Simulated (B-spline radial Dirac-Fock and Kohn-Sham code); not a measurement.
## Binding energies of Mo⁴⁺ at several levels of theory

System: Mo⁴⁺ in the configuration [Kr] 5s2 (not the ground configuration).

The density-functional columns are spherical, spin-unpolarised Dirac-Kohn-Sham results without Breit or QED terms: −ε is minus the orbital energy of the initial state and ΔSCF the difference of two total energies. The reference in the last column comes from Dirac-Fock (average of configuration) total-energy differences with a finite nucleus, the Breit interaction including its frequency dependence, and self-energy and vacuum-polarisation corrections. All numbers are from a radial B-spline solver, in eV; a selection of levels is shown. For the 1s level of heavy atoms much of the gap between ΔSCF and the reference is the Breit and QED part, -54.4 eV here; for other levels the error of the functional can be larger.

```tsv
level	LDA −ε	LDA ΔSCF	Dirac-Fock
K (1s)	19845.3	20121.2	20073.7
L1 (2s)	2856.2	2906.7	2948.1
L2 (2p1/2)	2634.2	2695.8	2702.1
L3 (2p3/2)	2527.9	2587.0	2597.2
M1 (3s)	535.6	555.4	582.3
M2 (3p1/2)	451.2	471.2	488.0
M3 (3p3/2)	433.6	453.2	470.2
M4 (3d3/2)	283.8	304.4	304.1
M5 (3d5/2)	280.5	300.9	300.9
N1 (4s)	120.9	130.3	135.3
N2 (4p1/2)	95.68	104.6	103.4
N3 (4p3/2)	92.82	101.6	100.6
O1 (5s)	40.93	45.42	42.93
```

Values without a named source are computed, but for edge energies of neutral atoms, which are taken from tables.
